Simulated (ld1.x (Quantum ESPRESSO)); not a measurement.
## Plane-wave convergence, TM potential for nickel (Ni)

nickel (Ni), norm-conserving Troullier–Martins (Kleinman–Bylander form), made with ld1.x (Quantum ESPRESSO) 7.5 (PBE, scalar-relativistic). Core [Ne], reference 3s2 3p6 3d8 4s2 4p0. Waves: 3s (bound): rc 1.20 bohr; 3d (bound): rc 1.70 bohr; 3p (bound): rc 1.25 bohr. Local part: the p channel. Core correction: none.

Occupied shells without a wave of their own: 4s. They enter only through the test configuration that unscreens the potential.

The pseudo-atom Hamiltonian at the reference potential is diagonalised in spherical Bessel functions j_l(qr) that vanish at 20 bohr, with q² up to the cutoff. All-electron valence levels (Ry): 3s -8.1627, 4s -0.4147, 3d -0.6522, 3p -5.2469, 4p -0.0900.

How do the lowest levels (Ry) of each channel move with the cutoff, and are there ghosts?

```tsv
cutoff (Ry)	s #1	s #2	d #1	p #1	p #2	p #3	f #1	f #2	Σ f·Δε (mRy)
8	-6.9237	-0.2975	0.0619	-1.4489	-0.0049	0.0814	0.1130	0.2392	31281.5
12	-7.7281	-0.3708	0.0617	-2.2921	-0.0218	0.0705	0.1130	0.2392	24464.9
21	-8.1105	-0.4350	0.0612	-3.7295	-0.0504	0.0588	0.1130	0.2392	14942.5
30	-8.1223	-0.4459	0.0596	-4.5858	-0.0703	0.0534	0.1130	0.2392	9747.0
45	-8.1406	-0.4479	-0.2008	-5.1082	-0.0854	0.0501	0.1130	0.2392	4488.5
55	-8.1550	-0.4480	-0.4848	-5.1975	-0.0886	0.0495	0.1130	0.2392	1652.4
70	-8.1609	-0.4480	-0.6228	-5.2401	-0.0905	0.0491	0.1130	0.2392	280.1
100	-8.1615	-0.4483	-0.6516	-5.2462	-0.0909	0.0490	0.1130	0.2392	11.0
120	-8.1623	-0.4484	-0.6518	-5.2464	-0.0909	0.0490	0.1130	0.2392	6.7
180	-8.1627	-0.4484	-0.6522	-5.2469	-0.0909	0.0490	0.1130	0.2392	0.4
230	-8.1627	-0.4484	-0.6522	-5.2469	-0.0909	0.0490	0.1130	0.2392	0.0
400	-8.1627	-0.4484	-0.6522	-5.2469	-0.0909	0.0490	0.1130	0.2392	0.0
```

Result: no extra level below or beside the all-electron valence levels (s, d, p, f tested); 10 mRy is reached at 110 Ry and 1 mRy at 180 Ry.

The potential misses its own reference levels by up to 0.5 eV. Its largest configuration-test error is -2392 meV.
